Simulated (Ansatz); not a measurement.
Ansatz results at the PBE0-D4/def2-TZVP geometry: HOMO energy (ωB97M-V/def2-TZVPP) -9.12 eV; HOMO–LUMO gap (PBE/def2-TZVPP) 4.20 eV; LUMO energy (B3LYP/def2-TZVPP) -0.79 eV.

Each molecule was computed in one conformer, which needn't be the lowest.

**Question.** Which molecule gave them?
A. `C[N](C)[Nb](=[NH])([OH])[F]`
B. `[O]=[Nb]([F])([F])[F]`
C. `[NH]=[Nb]([NH2])([F])[Cl]`
D. `[OH][Nb]([OH])([Cl])([Cl])[Cl]`

**Answer.** A. The others give `[OH][Nb]([OH])([Cl])([Cl])[Cl]`: -11.01, 3.56, -3.25; `[NH]=[Nb]([NH2])([F])[Cl]`: -10.56, 4.50, -1.81; `[O]=[Nb]([F])([F])[F]`: -13.06, 5.90, -2.52.

B3LYP here is the variant with VWN-RPA as its local correlation; programs differ in this.
